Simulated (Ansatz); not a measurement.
The lowest singlet and triplet of Cl2Ge (SMILES [Cl][Ge][Cl]); geometries from B3LYP-D3(BJ)/def2-TZVP, each state relaxed from the structure named, with no frequency check.
Singlet at the triplet's geometry (charge 0, multiplicity 1):
```xyz
3

Cl    -1.8779    -0.5407     0.0000
Ge    -0.0004     0.5732     0.0000
Cl     1.8786    -0.5382     0.0000
```

A positive gap puts the triplet lower; no zero-point energy. R- takes a restricted singlet. The triplet is unrestricted in single-reference levels. Active spaces average the two states.

Frozen-core correlation. Filled d and f shells under p-block atoms count as core.

Run with Ansatz (Gaussian basis) for Hartree–Fock, density functionals and correlated methods. 

### Question
Give the gap E(singlet) − E(triplet), vertical, at the triplet's geometry at the level R-PBE/def2-TZVPP.

### Answer
-235 kJ/mol

### Question
What is the computed gap E(singlet) − E(triplet), vertical, at the triplet's geometry (R-SCS-MP2/def2-SVP)?

### Answer
-220 kJ/mol

### Question
Predict the gap E(singlet) − E(triplet), vertical, at the triplet's geometry from FIC-MRCISD+Q on SA-CASSCF(2,2)/def2-QZVPP.

### Answer
-229 kJ/mol

Ansatz is a program for electronic structure.
